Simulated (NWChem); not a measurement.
# BBrCl$_{2}$; SMILES ClB(Cl)Br

```xyz
4

B     -0.0022    -0.4936     0.0000
Cl    -0.0001    -1.3716     1.5164
Cl    -0.0001    -1.3716    -1.5164
Br    -0.0003     1.4199     0.0000
```
Atoms are numbered in this order, from 1.

Level: PBE-D3(BJ)/def2-SVP (NWChem), optimised geometry, unscaled harmonic frequencies. This build's default masses of Se (78.918 u) and Br (79.917 u) are each other's, which moves their modes by up to 0.6 %.

```csv
frequency (cm⁻¹),IR intensity (km/mol)
206,0.1
219,0.3
404,1.1
413,1.8
877,324.8
951,295.4
```

The zero-point energy is 4.4 kcal/mol, the thermal correction to the enthalpy at 298.15 K (with zero-point energy) is 7.9 kcal/mol and the heat capacity Cv comes out as 13.5 cal/(mol K). The entropy at 298.15 K and 1 atm (symmetry number 2) is 74.3 cal/(mol K) and the dipole moment comes out as 0.03 D.

Rigid rotor and harmonic oscillator.
